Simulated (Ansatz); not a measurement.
Cost and result up the ladder for the cluster SbTe4 (the lowest doublet isomer of a short search) (5 atoms). Total charge 0; doublet. Geometry: PBE-D4/def2-SVP.

```xyz
5

Sb    2.131    0.594   -0.790
Te    1.386   -0.438    1.688
Te   -1.319    0.163    1.784
Te   -1.862   -1.058   -0.611
Te   -0.336    0.739   -2.072
```

Ansatz on 4 threads of Intel Xeon 6975P-C on a shared host. Times are rough, and most runs start from the orbitals of an earlier one. PBE0-D4/def2-TZVPD serves as the yardstick here, not as an exact answer. Differences are given only for rows in sets of like size (and for xTB, whose basis is part of the method), since another set adds its own error. Binding counts from free atoms at the same level (Sb quartet, Te triplet; other spins of the atoms weren't run), without zero-point energy or a counterpoise term.

In the def2 sets Sb, Te take a core potential; there is no spin–orbit coupling. B3LYP takes the VWN-RPA correlation. Correlated methods freeze 20 core orbitals; core or outer-core shells of Sb, Te are correlated, in sets that lack core-valence functions. The rows differ in basis, and correlated rows in double-zeta sets carry the largest basis error. The structure comes from a short search, and lower isomers may exist.

Correlated methods converge slowly with the basis, most of all in double-zeta sets.

| level | functions | wall time | binding energy per atom (eV) | difference from PBE0-D4/def2-TZVPD (eV) |
| --- | --- | --- | --- | --- |
| PBE-D4/def2-SVP | 130 | 2.1 s | 2.22 | – |
| PBE0-D4/def2-SVP | 130 | 4.1 s | 2.00 | – |
| PBE-D4/def2-TZVP | 250 | 4.9 s | 2.26 | 0.19 |
| PBE-D4/def2-TZVPD | 292 | 7 s | 2.26 | 0.20 |
| r2SCAN-D4/def2-TZVP | 250 | 10 s | 2.02 | -0.05 |
| BHLYP-D4/def2-TZVP | 250 | 12 s | 1.87 | -0.19 |
| PBE0-D4/def2-TZVP | 250 | 12 s | 2.06 | 0.00 |
| B3LYP-D4/def2-TZVP (with forces) | 250 | 14 s | 2.06 | -0.01 |
| r2SCAN-D4/def2-TZVPD | 292 | 14 s | 2.02 | -0.05 |
| MP2/def2-TZVP | 250 | 16 s | 1.91 | -0.16 |
| RPA@PBE/def2-TZVP | 250 | 17 s | 1.69 | -0.38 |
| PBE0-D4/def2-TZVPD | 292 | 18 s | 2.07 | 0.00 |
| CCSD(T)/def2-SVP | 130 | 2 min | 1.50 | – |
